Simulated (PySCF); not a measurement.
Simulation results for BGeH8NSi, BClGeH4N, AlGeH3O2

Calculation on a computer-drawn molecule: optimised geometry and harmonic frequencies of an isolated molecule of the commonest isotopes, restricted reference for singlets and unrestricted otherwise, frozen core in MP2; on germanium a core potential holds 10 electrons, which the energies leave out, and 3d is frozen in MP2 and coupled-cluster steps. Program: PySCF 2.14.0.

Common to all runs: multiplicity 1; method HF; basis cc-pV(D+d)Z; basis and core potential on germanium cc-pVDZ-PP ECP10MDF.

```json
{"entry": 1, "formula": "BGeH8NSi", "start_structure": {"atoms_angstrom": [["Si", 0.9505, 0.8836, -0.3734], ["B", 0.0017, 2.5658, -0.1048], ["N", 0.4004, 3.7204, -0.8434], ["Ge", 1.63, 3.8424, -2.2874], ["H", 1.3088, 0.6625, -1.8266], ["H", 2.1675, 0.6954, 0.3365], ["H", 0.1526, -0.2665, -0.0023], ["H", -0.7488, 2.7675, 0.7453], ["H", -0.1128, 4.4921, -0.7393], ["H", 1.7349, 5.3173, -2.5901], ["H", 2.871, 3.252, -1.9151], ["H", 1.0439, 3.156, -3.4656]]}, "given": {"charge": 0, "drawn_bonds_atom": [1, 2, 3, 1, 1, 1, 2, 3, 4, 4, 4], "drawn_bonds_other_atom": [2, 3, 4, 5, 6, 7, 8, 9, 10, 11, 12], "drawn_bonds_order": [1, 1, 1, 1, 1, 1, 1, 1, 1, 1, 1]}, "results": {"optimised_atom_element": ["Si", "B", "N", "Ge", "H", "H", "H", "H", "H", "H", "H", "H"], "optimised_atom_x [angstrom]": [0.9558, 0.2094, 0.4663, 1.511, 1.841, 1.741, -0.1613, -0.5157, 0.0217, 1.392, 2.963, 0.975], "optimised_atom_y [angstrom]": [0.742, 2.628, 3.746, 3.92, 0.613, 0.3132, -0.2251, 2.784, 4.6, 5.388, 3.57, 3.009], "optimised_atom_z [angstrom]": [-0.3648, -0.0664, -0.8689, -2.402, -1.554, 0.8231, -0.5341, 0.8877, -0.5842, -2.815, -2.084, -3.503], "modes_frequency [cm^-1]": [54.18, 111.5, 118.6, 216.3, 315.2, 466.7, 509.9, 611.8, 680.1, 682.8, 704.2, 768.3, 938.4, 940.8, 957.5, 967.9, 1001, 1027, 1031, 1124, 1372, 1458, 2238, 2243, 2262, 2272, 2276, 2288, 2634, 3786], "modes_reduced_mass [dalton]": [1.061, 5.654, 1.029, 2.586, 2.374, 1.076, 2.772, 2.562, 1.215, 1.368, 1.166, 1.891, 1.313, 1.052, 1.044, 1.023, 1.099, 1.038, 1.037, 1.166, 1.736, 2.596, 1.023, 1.024, 1.015, 1.046, 1.05, 1.021, 1.092, 1.075], "rotational_constants [GHz]": [7.517, 1.384, 1.202], "total_energy [hartree]": -666.1297, "convergence_status_largest_gradient_component [hartree/bohr]": 7.299e-06}}
{"entry": 2, "formula": "BClGeH4N", "start_structure": {"atoms_angstrom": [["Cl", 0.0564, -2.4632, -3.8366], ["B", 0.3814, -1.8429, -2.4263], ["N", 0.6211, -1.3748, -1.2301], ["Ge", 0.6672, -2.327, 0.4559], ["H", 0.7761, -0.3763, -1.1052], ["H", -0.423, -1.6516, 1.2086], ["H", 2.0311, -2.0259, 0.8416], ["H", 0.3863, -3.7243, 0.124]]}, "given": {"charge": 1, "drawn_bonds_atom": [1, 2, 3, 3, 4, 4, 4], "drawn_bonds_other_atom": [2, 3, 4, 5, 6, 7, 8], "drawn_bonds_order": [1, 1, 1, 1, 1, 1, 1]}, "results": {"optimised_atom_element": ["Cl", "B", "N", "Ge", "H", "H", "H", "H"], "optimised_atom_x [angstrom]": [0.05724, 0.3619, 0.5996, 0.6696, 0.7704, -0.4246, 2.084, 0.3786], "optimised_atom_y [angstrom]": [-2.509, -1.833, -1.34, -2.317, -0.3444, -1.648, -2.059, -3.736], "optimised_atom_z [angstrom]": [-3.898, -2.43, -1.244, 0.4888, -1.178, 1.29, 0.9572, 0.04505], "modes_frequency [cm^-1]": [84.39, 91.55, 353.8, 386.2, 483.7, 521.0, 679.3, 687.3, 793.3, 927.3, 939.3, 946.1, 1172, 1812, 2318, 2332, 2337, 3716], "modes_reduced_mass [dalton]": [1.199, 9.906, 14.23, 1.986, 1.9, 2.298, 1.202, 1.627, 4.264, 1.069, 1.024, 1.024, 1.216, 10.66, 1.016, 1.02, 1.026, 1.076], "rotational_constants [GHz]": [19.48, 1.004, 0.9668], "total_energy [hartree]": -834.1644, "convergence_status_largest_gradient_component [hartree/bohr]": 2.256e-05}}
{"entry": 3, "formula": "AlGeH3O2", "start_structure": {"atoms_angstrom": [["O", -0.2416, 1.3386, 1.3114], ["Ge", -0.833, -0.2949, 1.0257], ["O", 0.5343, -1.4304, 0.999], ["Al", 1.8311, -2.4419, 0.9647], ["H", 0.4939, 1.454, 2.0222], ["H", -1.6831, -0.6932, 2.1667], ["H", -1.4545, -0.2225, -0.2696]]}, "given": {"charge": 0, "drawn_bonds_atom": [1, 2, 3, 1, 2, 2], "drawn_bonds_other_atom": [2, 3, 4, 5, 6, 7], "drawn_bonds_order": [1, 1, 1, 1, 1, 1]}, "results": {"optimised_atom_element": ["O", "Ge", "O", "Al", "H", "H", "H"], "optimised_atom_x [angstrom]": [-0.1325, -0.7856, 0.5402, 1.854, 0.3484, -1.71, -1.467], "optimised_atom_y [angstrom]": [1.347, -0.2845, -1.44, -2.493, 1.484, -0.6449, -0.2595], "optimised_atom_z [angstrom]": [1.27, 1.05, 1.043, 0.8805, 2.074, 2.211, -0.3081], "modes_frequency [cm^-1]": [68.14, 95.31, 188.7, 304.0, 447.3, 617.3, 742.5, 748.5, 887.7, 938.7, 958.7, 1052, 2252, 2294, 4159], "modes_reduced_mass [dalton]": [13.05, 6.351, 1.229, 5.065, 24.19, 1.185, 1.05, 12.21, 1.192, 1.11, 1.112, 4.692, 1.022, 1.018, 1.067], "rotational_constants [GHz]": [11.62, 1.715, 1.53], "total_energy [hartree]": -686.8691, "convergence_status_largest_gradient_component [hartree/bohr]": 2.413e-05}}
```
